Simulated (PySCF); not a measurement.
## Static response to an electric field

Compound: C6H6ClP.
Atom-mapped SMILES: `[CH3:1][c:2]1[cH:3][c:4]([Cl:5])[cH:6][cH:7][p:8]1` (hydrogens: H9, H10, H11 on C1; H12 on C3; H13 on C6; H14 on C7)

Cartesian coordinates in Å at the GFN2-xTB level; atoms count from 1:
```xyz
14
C6H6ClP angstrom
C     -2.3281   -0.3331    0.0845
C     -0.8288   -0.2972    0.0024
C     -0.1881    0.9195    0.1439
C      1.1869    1.0776    0.0879
Cl     1.8357    2.6736    0.2854
C      2.0723    0.0306   -0.1172
C      1.6460   -1.2681   -0.2836
P     -0.0002   -1.8117   -0.2683
H     -2.7678    0.2967   -0.6885
H     -2.6663    0.0415    1.0503
H     -2.6971   -1.3486   -0.0430
H     -0.7940    1.8012    0.3087
H      3.1306    0.2489   -0.1454
H      2.3983   -2.0314   -0.4393
```

Level: B3LYP/def2-SVPD (PySCF), static field, nuclei fixed, core orbitals frozen in the response. The polarisability tensor in these axes (au):

```
x   126.69  13.36  -1.48
y    13.36 136.31   9.39
z    -1.48   9.39  68.68
```

Question: Give the principal values, the mean and the anisotropy Δα = √{½[(α1 − α2)² + (α2 − α3)² + (α1 − α3)²]}.

Answer: Principal values 67.22, 118.15 and 146.31 au; mean 110.56 au = 16.38 Å³ = 18.23 × 10⁻⁴⁰ C²·m²/J; Δα = 69.44 au (63 % of the mean).

Question: What is the dipole moment, and where does it point?

Answer: (-0.56, -0.07, 0.02) D, 0.57 D in size, pointing from the negative to the positive side. Measured along this direction, the outermost atoms are H13 at the negative end and H11 at the positive end.

Question: Refractivity n − 1 of an ideal gas of it at 273.15 K and 1 atm, from the electronic α?

Answer: N = p/kT = 2.6868 × 10¹⁹ cm⁻³, so n − 1 = 2π × N × 16.38 × 10⁻²⁴ cm³ = 2766 × 10⁻⁶ at long wavelengths, for an ideal gas.

Question: Orientational against electronic polarisability at 400 K (dilute gas, rigid molecules)?

Answer: In Gaussian units μ²/3kT = 1.93 Å³ against 16.38 Å³, a ratio of 0.12; the Debye molar polarisation (4π/3)N_A(α + μ²/3kT) is 46.2 cm³/mol, leaving out the vibrational part.

Question: Along which axes do the principal values lie, and how far do the nuclei extend along each?

Answer: Largest value along (0.56, 0.83, 0.09), where the nuclei span 5.87 Å; middle along (0.83, -0.54, -0.13), 5.52 Å; least along (0.06, -0.15, 0.99), 1.76 Å. The response follows the extents in order.

Isolated species at its GFN2-xTB geometry, gas phase.
